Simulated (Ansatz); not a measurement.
Geometry optimisation, Ansatz 0.2.0, RKS B3LYP-D4/def2-SVP.

input.yaml

```yaml
crystal:
  periodic: [false, false, false]
  atoms:
    - { symbol: Zr, position_ang: [-0.614, 0.9465, -0.7658] }
    - { symbol: C, position_ang: [0.4957, -1.1614, 0.5947] }
    - { symbol: F, position_ang: [0.1306, 0.1197, -2.2409] }
    - { symbol: F, position_ang: [-2.3373, 0.4718, -0.2963] }
    - { symbol: F, position_ang: [-0.6091, 2.7495, -1.1773] }
    - { symbol: H, position_ang: [0.754, 0.1147, 1.0837] }
    - { symbol: F, position_ang: [0.8534, 1.3139, 1.3031] }
    - { symbol: H, position_ang: [1.2799, -1.4436, -0.1165] }
    - { symbol: H, position_ang: [0.5648, -1.786, 1.4742] }
    - { symbol: H, position_ang: [-0.5181, -1.3249, 0.1411] }
basis:
  gaussian: { orbitals: def2-SVP }
hamiltonian:
  xc: b3lyp
  dispersion: d4
relax:
  f_tol: 0.15
  max_steps: 25
  restrain:
    - { distance: [0, 6], at: 2.32, k: 30.0 }
    - { distance: [5, 1], at: 1.07, k: 30.0 }
    - { distance: [0, 1], at: 3.81, k: 30.0 }
    - { distance: [5, 6], at: 2.18, k: 30.0 }
output:
  orbitals: {}
```

Command:

```bash
$ ansatz run input.yaml --threads 2 --pin off --max-ram 3072MiB --backend cpu --events-out ev --progress --plain --runs-dir out
```

Question: Where does it end, and by what steps?

Answer: The forces met the threshold. The restraints hold the end off the free minimum. After 7 steps the energy has fallen by 2.350 eV (the restraints' own energy left out); F5 moved furthest, 0.77 Å. Parted: Zr1–C2 (2.74 → 3.81 Å).

```csv
step,energy less start (eV),largest force component (eV/Å),accepted
0,0.0000,4.097,yes
1,0.2075,5.640,yes
2,0.0438,6.881,yes
3,-0.6343,5.140,yes
4,-1.6062,3.861,yes
5,-2.1627,3.628,yes
6,-2.3372,3.360,yes
7,-2.3503,3.198,yes
```

```xyz
10
Properties=species:S:1:pos:R:3
Zr -0.664 1.568 -0.866
C 0.647 -1.570 0.840
F 0.120 0.599 -2.288
F -2.321 0.756 -0.450
F -1.011 3.317 -1.495
H 0.800 -0.516 1.057
F 0.644 1.657 0.889
H 1.392 -1.916 0.109
H 0.756 -2.151 1.767
H -0.364 -1.743 0.437
```

The run took 14 s on 2 threads of AMD EPYC 9R45 96-Core Processor (Zen 5), with other jobs on the host, peak memory 0.32 GiB.
